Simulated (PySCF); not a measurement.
C2H2F, charge +1, multiplicity 1. Atoms are numbered in the order given.

```xyz
5

C      0.0000     0.0000    -1.2547
C      0.0000     0.0000     0.0129
F      0.0000     0.0000     1.2310
H      0.0000    -0.9525    -1.8145
H      0.0000     0.9525    -1.8145
```
Charge +1, spin multiplicity 1.

Geometry optimised at PBE-D3(BJ)/def2-TZVP. The multiplicity is an assumed one; other spin states were not compared. The isomer is the one that the SMILES or the coordinates give; other isomers of the formula were not compared.

Calculation: KT2/pcSseg-2 (PySCF).

GIAO shieldings, no solvent; atoms alike by connectivity are averaged. δ = σ(ref) − σ: ¹³C against TMS (σ = 184.2 ppm); ¹⁹F against CFCl3 (σ = 125.1 ppm); ¹H against TMS (σ = 31.47 ppm), references at their B3LYP-D3(BJ)/def2-TZVP geometries, non-relativistic.

### Question
Estimate the chemical shifts. (Estimate from the structure and the level; the computed values follow.)

### Answer

```tsv
nucleus	atoms	count	δ (ppm)
¹³C	C2	1	254.8
¹³C	C1	1	18.8
¹⁹F	F3	1	46.5
¹H	H4, H5	2	7.43
```
